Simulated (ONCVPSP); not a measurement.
## Ar (Z = 18): what ONCVPSP 4.0.1 does with a changed input

Command:

```bash
oncvpsp.x < Ar.dat > Ar.out
```

Input:

```
# ATOM AND REFERENCE CONFIGURATION
# atsym  z   nc   nv     iexc    psfile
  Ar 18.00    3    2        4      upf
#
#   n    l    f
    1    0    2.00
    2    0    2.00
    2    1    6.00
    3    0    2.00
    3    1    6.00
#
# PSEUDOPOTENTIAL AND OPTIMIZATION
# lmax
    2
#
#   l,   rc,      ep,       ncon, nbas, qcut
    0    1.25    0.00    5    5    5.90
    1    1.20    0.00    4    9    6.00
    2    1.05    0.26    4    7    8.70
#
# LOCAL POTENTIAL
# lloc, lpopt,  rc(5),   dvloc0
    4    5    0.70    2.00
#
# VANDERBILT-KLEINMAN-BYLANDER PROJECTORs
# l, nproj, debl
    0    3    2.70
    1    2    1.30
    2    2    3.00
#
# MODEL CORE CHARGE
# icmod, fcfact, rcfact
    3    2.00    1.05
#
# LOG DERIVATIVE ANALYSIS
# epsh1, epsh2, depsh
   -2.00    5.00    0.02
#
# OUTPUT GRID
# rlmax, drl
    6.00    0.01
#
# TEST CONFIGURATIONS
# ncnf
    4
# nvcnf
#   n    l    f
    2
    3    0    2.00
    3    1    5.00
#
    2
    3    0    2.00
    3    1    4.00
#
    2
    3    0    2.00
    3    1    3.00
#
    2
    3    0    2.00
    3    1    2.00
#
```

This is an input that runs to its end, with one change: nbas of l = 0 set to 5. The unchanged file is no sound one. Note: ghosts flagged at negative energy: s at -238.5 eV; GHOST(+) flags only above 600 eV. A true bound ghost makes a file unfit for plane-wave use.

Q: How does the run end?

A: The program refuses the input: "test_data: must have ncon+2 <= nbas <= ncon+5, l= 0".

```
ONCVPSP  (Optimized Norm-Conservinng Vanderbilt PSeudopotential)
scalar-relativistic version 4.0.1

test_data: must have ncon+2 <= nbas <= ncon+5, l=   0
ERROR: test_data found   1 ERROR; stopping
```
